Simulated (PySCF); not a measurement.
# Excitation energy of Te by level of theory

Te [Kr] 4d10 5s2 5p4 (3P) → Te [Kr] 4d10 5s1 5p5 (3P), as a difference of total energies. Computed with PySCF 2.14 in aug-cc-pVQZ-PP with ECP28MDF (7s7p5d3f2g, 92 functions), with scalar relativity through the core potential. Correlated levels: valence: 4s2 4p6 4d10 frozen. The calculations carry no spin-orbit coupling.

```json
{"method": "UHF", "excitation energy (cm⁻¹)": "80549"}
{"method": "LDA", "excitation energy (cm⁻¹)": "75672"}
{"method": "PBE", "excitation energy (cm⁻¹)": "74753"}
{"method": "PBE0", "excitation energy (cm⁻¹)": "76459"}
{"method": "r2SCAN", "excitation energy (cm⁻¹)": "75485"}
{"method": "LC-wPBE", "excitation energy (cm⁻¹)": "79762"}
{"method": "r2SCANh", "excitation energy (cm⁻¹)": "76071"}
{"method": "B2PLYP", "excitation energy (cm⁻¹)": "75203"}
{"method": "r2SCAN0", "excitation energy (cm⁻¹)": "76950"}
{"method": "MP2 (valence)", "excitation energy (cm⁻¹)": "74092"}
{"method": "SCS-MP2 (valence)", "excitation energy (cm⁻¹)": "73264"}
```

The upper state lies above the first ionisation limit, where it may autoionise and the basis confines it.
